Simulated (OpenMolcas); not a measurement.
**Computed transition rates of B II**

| Quantity | Value |
| --- | --- |
| Program | OpenMolcas 26.06 |
| Method | MS-CASPT2, IPEA 0.25 Eh, imaginary shift 0.1 Eh (closed shells correlated: 1s) |
| Basis | ANO-RCC-VTZP [4s3p2d1f] |
| Scalar Hamiltonian | DKH2, point nucleus |
| Active space | 2 electrons in 4 orbitals (2s 2p) |
| State averaging | 2S+1 = 3 even, 3 roots; 2S+1 = 1 even, 7 roots kept (CI in the orbitals of an earlier block); 2S+1 = 3 odd, 3 roots; 2S+1 = 1 odd, 3 roots kept (CI in the orbitals of an earlier block) |
| Spin-orbit coupling | RASSI with atomic mean-field integrals over the reference wave functions, term energies averaged over their components |

Rates come from the transition moments of the reference wave functions (E1 and E2 in the length form). At fixed line strength A goes as λ^-3 for E1 and M1 and as λ^-5 for E2, so a rate at the computed wavelength can be rescaled to the measured one. Measured vacuum wavelengths follow from level energies in NIST Handbook of Basic Atomic Spectroscopic Data. Branching counts decays inside the model space alone, at computed energies, and the table is only a selection of the E1 lines, drawn from those between levels with measured partners whose computed energy lies within a factor of 1.5 of the measured one.

```
     Upper       Lower  Type  λ computed (nm)  λ measured (nm)  A computed (s-1)  A rescaled (s-1)  Branching %
   2p² ¹S₀  2s 2p ¹P°₁    E1            180.1            184.3          1.54e+09          1.44e+09        100.0
2s 2p ¹P°₁     2s² ¹S₀    E1            132.8            136.2          1.23e+09          1.14e+09        100.0
   2p² ³P₀  2s 2p ³P°₁    E1            161.6            162.4          9.98e+08          9.83e+08        100.0
   2p² ³P₂  2s 2p ³P°₂    E1            161.5            162.4          7.49e+08          7.37e+08         75.0
   2p² ³P₁  2s 2p ³P°₂    E1            161.6            162.4          4.16e+08          4.10e+08         41.6
   2p² ³P₁  2s 2p ³P°₀    E1            161.5            162.4          3.33e+08          3.27e+08         33.4
   2p² ³P₂  2s 2p ³P°₁    E1            161.5            162.4          2.50e+08          2.46e+08         25.0
   2p² ³P₁  2s 2p ³P°₁    E1            161.5            162.4          2.50e+08          2.46e+08         25.0
   2p² ¹D₂  2s 2p ¹P°₁    E1              343            345.2          1.04e+08          1.02e+08        100.0
2s 2p ³P°₁     2s² ¹S₀    E1            270.1            267.8          7.97e+00                          100.0
```

Spin-changing lines and M1 lines between different terms are not rescaled, since their strength hangs on the term gaps too.

The largest correction is for 2s 2p ¹P°₁ → 2s² ¹S₀ (E1): 1.23e+09 × (132.8 / 136.2)^3 = 1.14e+09 s-1, a factor of 0.93.

The computed rate and branching of 2s 2p ¹P°₁ → 2s² ¹S₀ give the upper level a radiative lifetime of 1.000 / 1.23e+09 s-1 = 8.13e-10 s, counting decays inside the model space alone. The rescaled rate gives about 8.8e-10 s.

No measured rate stands beside these. Rescaling mends the energy factor alone: line strengths can still be far off where a level mixes with configurations outside the active space, and weak or spin-changing lines hang on small mixing coefficients that depend on the term gaps too, so rescaling need not improve them.

Terms from blocks run as CI alone lack orbitals of their own. Measured partners are found by configuration, term and J. A level has none where our copy of the source lacks it or the pairing is in doubt (some pairs that miss far off the trend of their configuration count as doubtful). Levels of configurations outside the active space are missing.

° marks odd parity.
